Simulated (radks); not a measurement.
The nuclear charge of neutral zinc is varied continuously with 30 electrons held in [Ar] 3d10 4s2. Method: Dirac Kohn-Sham, PBE, spin-unpolarised, spherical densities, finite nucleus; Fermi nuclear charge, rms radius 3.9283 fm; computed with a radial shooting solver on a logarithmic mesh with Libxc functionals. By the Hellmann-Feynman theorem dE/dZ = E(electron-nucleus)/Z, the electronic potential at the nucleus (averaged over a nucleus of fixed radius).

Z	E (hartree)	E(electron-nucleus)/Z (hartree)	HOMO	e(HOMO) (eV)	<r> HOMO (bohr)
29.8	-1767.32039	-143.114	4s1/2	-4.267	2.782
29.9	-1781.66485	-143.775	4s1/2	-5.106	2.716
30	-1796.07534	-144.435	4s1/2	-5.978	2.655
30.1	-1810.55179	-145.094	4s1/2	-6.883	2.598
30.2	-1825.09413	-145.753	4s1/2	-7.819	2.545
30.3	-1839.70232	-146.411	4s1/2	-8.785	2.496
30.4	-1854.37629	-147.068	4s1/2	-9.780	2.449
30.5	-1869.11600	-147.726	4s1/2	-10.804	2.405
30.6	-1883.92141	-148.382	4s1/2	-11.856	2.364
30.7	-1898.79248	-149.039	4s1/2	-12.935	2.324
30.8	-1913.72918	-149.695	4s1/2	-14.041	2.287
30.9	-1928.73147	-150.351	4s1/2	-15.173	2.251
31	-1943.79932	-151.006	4s1/2	-16.330	2.217

The central difference of E at Z = 30 is -144.435 hartree, to compare with the third column; the second derivative is -6.6 hartree.
